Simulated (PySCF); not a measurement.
# Radial density of F²⁺ (fluorine, charge +2)

r2SCAN, [He] 2s2 2p3, high-spin 4S determinant. Calculation: PySCF 2.14, in jorge-DZP-DKH (4s2p1d, 15 functions); the spin-free X2C one-electron Hamiltonian (Gaussian nucleus).

```tsv
r (bohr)	4πr²ρ (e/bohr)	4πr²(ρα − ρβ)
0.00254	0.03664	0.0000
0.00427	0.1012	0.0000
0.00718	0.2706	-0.0001
0.0121	0.6870	-0.0001
0.0203	1.660	-0.0001
0.0342	3.637	0.0012
0.0575	6.766	0.0112
0.0967	9.527	0.0704
0.163	8.599	0.3325
0.274	4.571	1.1343
0.460	4.249	2.6243
0.774	5.361	3.0786
1.30	2.194	1.2604
2.19	0.1638	0.0729
3.68	0.001538	0.0013
```

Densities and radii are taken from the X2C orbitals without a picture-change correction, which distorts them close to the nucleus.
